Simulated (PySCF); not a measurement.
**Computed properties of H2Se2, SMILES [SeH][SeH]**

Se(H)(SeH) (H2Se2), SMILES [SeH][SeH]. Geometry optimised at PBE0-D3(BJ)/def2-TZVP. One conformer was computed; it need not be the lowest. All values are computed for the isolated molecule unless a solvent is named; none is compared with measurement here.

**Structure.** The optimised structure has C2 symmetry. All 6 harmonic modes at PBE0-D3(BJ)/def2-TZVP (PySCF) are real, so it is a minimum.

**Vibrations.** The strongest infrared lines (harmonic, unscaled, degenerate partners summed) lie at 2409 cm⁻¹ (13 km/mol, H 99 %), 749 cm⁻¹ (10 km/mol, H 98 %), 2408 cm⁻¹ (8 km/mol, H 99 %). The softest mode is at 302 cm⁻¹ and the zero-point energy is 10.0 kcal/mol.

**Electronic structure.** CAM-B3LYP/def2-TZVPD (PySCF) places the frontier levels at -8.51 and -0.82 eV, a gap of 7.69 eV, and gives a dipole moment of 0.83 D and a mean polarisability of 59.0 bohr³.

**Excitations.** TDDFT-ωB97X/def2-SVPD (PySCF) has S1 at 4.08 eV (304 nm, f = 0.008, weak); the most intense of the 10 singlets computed lies at 7.24 eV (f = 0.41). T1 (TDA) is at 3.49 eV. No vertical singlet excitation falls in the visible range (under 3.1 eV).

**NMR.** GIAO shifts at PBE0/pcSseg-2 (PySCF) (non-relativistic, atoms alike by connectivity averaged): ¹H at 3.3 ppm against TMS.
